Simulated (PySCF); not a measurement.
Two species compared at the same levels of theory.

First species: C8H13N.
Z-matrix (Å and degrees, GFN2-xTB geometry), rows numbered from 1:
```
C 
C   1  1.3192
C   2  1.4978  1  124.71
C   3  1.5325  2  110.64  1   119.23
C   4  1.5246  3  110.64  2   179.67
C   5  1.5305  4  110.55  3   -59.12
C   6  1.5070  5  109.81  4    55.39
N   7  1.2574  6  126.73  5   124.72
C   7  1.4984  6  114.36  5   -54.34
H   1  1.0769  2  122.09  3  -179.93
H   1  1.0777  2  121.69  3     0.20
H   2  1.0829  1  120.25  3   179.88
H   3  1.0950  2  109.27  1    -0.64
H   4  1.0932  3  109.41  2    58.78
H   4  1.0921  3  109.41  2   -59.23
H   5  1.0926  4  110.16  3   179.47
H   5  1.0930  4  109.40  3    61.07
H   6  1.0938  5  109.32  4   -63.77
H   6  1.0935  5  110.41  4   177.36
H   8  1.0192  7  115.19  6     0.85
H   9  1.0935  3  108.93  2   -57.26
H   9  1.0899  3  110.49  2    61.97
```

Second species: C3H10O4Si2.
Bonds: C1–O2, O2–Si3, Si3–O4, O4–C5, C5–C6, C6–O7 (double), C6–O8, O8–Si9. Hydrogens: H10, H11, H12 on C1; H13, H14 on Si3; H15, H16 on C5; H17, H18, H19 on Si9.

Levels: PBE0/pcSseg-1 for HOMO energy, LUMO energy and HOMO–LUMO gap. Geometries: GFN2-xTB. All species are isolated and taken at one optimised geometry, non-relativistic unless stated. Electronic properties by PySCF.

Values for the first species:

```
HOMO energy   : -7.04 eV
LUMO energy   : 0.14 eV
HOMO–LUMO gap : 7.18 eV
```

(1) Estimate the same properties for the second species, and the change in each.

## Answers

(1) 
```
     property     first    second  second less first
  HOMO energy  -7.04 eV  -7.83 eV           -0.79 eV
  LUMO energy   0.14 eV  -0.33 eV           -0.47 eV
HOMO–LUMO gap   7.18 eV   7.50 eV           +0.32 eV
```

One conformer stands for the species.
